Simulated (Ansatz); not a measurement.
def2 core potentials replace the inner electrons of Sb.

Computed with Ansatz (a program for electronic structure) with frozen-core CCSD(T)/def2-TZVPP // B3LYP-D3(BJ)/def2-SVP.

Ansatz 0.2 input:
```yaml
crystal:
  periodic: [false, false, false]
  atoms:
    - { symbol: C, position_ang: [-3.073439, -0.341978, 0.188951] }
    - { symbol: C, position_ang: [-1.912997, 0.319039, 0.19886] }
    - { symbol: C, position_ang: [-0.575796, -0.275313, 0.540787] }
    - { symbol: C, position_ang: [0.401164, -0.227951, -0.641383] }
    - { symbol: Sb, position_ang: [2.426881, -0.852859, -0.103344] }
    - { symbol: O, position_ang: [3.140624, 0.43626, -1.469119] }
    - { symbol: O, position_ang: [2.548225, 0.338418, 1.507097] }
    - { symbol: H, position_ang: [-3.128583, -1.402561, 0.457458] }
    - { symbol: H, position_ang: [-4.011442, 0.149277, -0.083778] }
    - { symbol: H, position_ang: [-1.901345, 1.3803, -0.083671] }
    - { symbol: H, position_ang: [-0.713714, -1.31553, 0.883651] }
    - { symbol: H, position_ang: [-0.128385, 0.27126, 1.390198] }
    - { symbol: H, position_ang: [0.048068, -0.850174, -1.4795] }
    - { symbol: H, position_ang: [0.536516, 0.79579, -1.029216] }
    - { symbol: H, position_ang: [4.099256, 0.342547, -1.565329] }
    - { symbol: H, position_ang: [2.244765, 1.233475, 1.28834] }
basis:
  gaussian: { orbitals: def2-TZVPP }
correlation:
  method: ccsd_t
```

Output:

```
Functional definition: HF
2323 factors; integrals over basis functions are off by at most 1.0e-3 eV
mean field evaluation 1: about -14844.1171 eV, gradient 6.1e1 eV
mean field evaluation 2: about -14844.4721 eV, gradient 6.1e1 eV
mean field evaluation 4: about -14852.5300 eV, gradient 5.9e0 eV
mean field evaluation 8: about -14852.6746 eV, gradient 6.1e-1 eV
mean field evaluation 16: about -14844.1145 eV, gradient 6.1e1 eV
mean field -14852.67591817 eV, -545.8257724873 hartree, gradient 2.7e-6 eV, S^2 0.000000; 0 other end points of the search recorded, 0 dependent functions left out
10 core orbitals not correlated
reference -14852.67591817 eV, -545.8257724873 hartree; 26, 26 occupied and 326, 326 virtual orbitals, 2323 factors
second order -41.18594239 eV of doubles, -0.00000000 eV of singles
cycle   1  -40.69147072 eV  change    4.9e-1 eV  update   1.5e-1
cycle   2  -41.68586873 eV  change   -9.9e-1 eV  update   4.9e-2
cycle   3  -41.94248845 eV  change   -2.6e-1 eV  update   2.7e-2
cycle   4  -41.92959300 eV  change    1.3e-2 eV  update   7.6e-3
cycle   5  -41.92425718 eV  change    5.3e-3 eV  update   3.6e-3
cycle   6  -41.92677083 eV  change   -2.5e-3 eV  update   1.2e-3
cycle   7  -41.92638022 eV  change    3.9e-4 eV  update   5.2e-4
cycle   8  -41.92596506 eV  change    4.2e-4 eV  update   1.8e-4
cycle   9  -41.92600721 eV  change   -4.2e-5 eV  update   8.3e-5
cycle  10  -41.92605989 eV  change   -5.3e-5 eV  update   3.3e-5
perturbative correction -1.69521232 eV, -0.0622979037 hartree
Total energy: -14896.29719038 eV, -547.4288246735 hartree
```

Cost: very roughly 4 core-hours.
